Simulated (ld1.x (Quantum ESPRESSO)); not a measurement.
# He (Z = 2): one change to a TM potential, before and after

helium (He), norm-conserving Troullier–Martins (Kleinman–Bylander form), made with ld1.x (Quantum ESPRESSO) 7.5 (PBE, non-relativistic). Core none, reference 1s2. Waves: 1s (bound): rc 0.85 bohr; 2p channel at 0.5 Ry: rc 0.75 bohr. Local part: all-electron potential smoothed inside 0.70 bohr (lloc = -1). Core correction: none.

Change: wave 1s (bound): rc 0.85 bohr becomes 1s (bound): rc 0.60 bohr.

Cutoffs: the cutoffs (Ry, on a coarse ladder) from which the occupation-weighted sum of valence levels, in a spherical-Bessel basis at the reference potential, stays within 10 and 1 mRy of its value at 400 Ry; they do not see the model core or the augmentation charge, which bear on the density cutoff. Errors are all-electron minus pseudo energies relative to the spin-unpolarised reference configuration.

Task: Predict the effect on cutoff, ghosts and configuration errors.

Result: The potential gets harder (80 Ry and 180 Ry → 140 Ry and 200 Ry); neither file shows a bound ghost. A smaller radius makes the pseudo-wave follow the all-electron one further in, where it bends more sharply, so more plane waves are needed.

| quantity | base | changed |
| --- | --- | --- |
| cutoff, loose | 80 Ry | 140 Ry |
| cutoff, tight | 180 Ry | 200 Ry |
| bound ghosts | none | none |
| error for 1s1, meV [ΔE 26.96 eV] | +30 | +5.9 |
| error for 1s1.5, meV [ΔE 10.55 eV] | +4.4 | +0.8 |
